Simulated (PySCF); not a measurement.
**Magnetic susceptibility: SMILES C(=O)c1nsnc1CCO, C5H6N2O2S**

Cartesian coordinates in Å; atom numbers follow the order of the lines, from 1:
```xyz
16

O     0.892    2.104   -0.330
C     1.697    1.216   -0.489
C     1.479   -0.184   -0.159
N     2.408   -1.086   -0.453
S     1.932   -2.531    0.051
N     0.515   -2.061    0.688
C     0.361   -0.767    0.516
C    -0.866   -0.061    0.960
C    -1.889    0.008   -0.192
O    -1.382    0.613   -1.347
H     2.700    1.409   -0.903
H    -0.605    0.954    1.269
H    -1.314   -0.602    1.794
H    -2.184   -1.003   -0.486
H    -2.779    0.543    0.173
H    -0.971    1.455   -1.101
```

Computed, not measured: GIAO B97-2/cc-pVDZ magnetisability, rotational g tensor and spin-rotation constants, non-relativistic, gas phase (PySCF 2.14.0). Geometry: GFN2-xTB.

(1) How diamagnetic is it, and how anisotropic?

(2) Split it along the inertial axes a, b, c into diamagnetic and paramagnetic parts about the centre of mass, with the quadrupole moment.

(3) And the rotational g tensor?

Results:

(1) Isotropic -1261 × 10⁻³⁰ J/T², or -76.0 × 10⁻⁶ cm³/mol; principal values -1962, -1034, -788 × 10⁻³⁰ J/T², anisotropy 1072 × 10⁻³⁰ J/T² (root of half the summed squared differences of the principal values). The susceptibility is in cgs units.

(2) 
```csv
axis,χ (10⁻⁶ cm³/mol),diamagnetic (10⁻⁶ cm³/mol),paramagnetic (10⁻⁶ cm³/mol),summed x² of all electrons (Å²),quadrupole Θ (D Å)
a,-52.5,-752.3,699.8,257.4,+0.83
b,-64.7,-1268.2,1203.5,135.8,+0.94
c,-110.8,-1667.8,1557.0,41.6,-1.78
```
Anisotropies 2χaa − χbb − χcc = +70.5 and 2χbb − χaa − χcc = +33.9 × 10⁻⁶ cm³/mol. Θ is traceless in Buckingham's convention.

(3) 
| axis | rotational constant (GHz) | g | nuclear part | electronic part |
| --- | --- | --- | --- | --- |
| a | 1.8519 | -0.0534 | 0.5554 | -0.6089 |
| b | 0.9782 | -0.0226 | 0.5304 | -0.5531 |
| c | 0.7326 | -0.0005 | 0.5353 | -0.5358 |

Asymmetric top; isotopes 12C, 1H, 14N, 16O, 32S; no vibrational averaging.
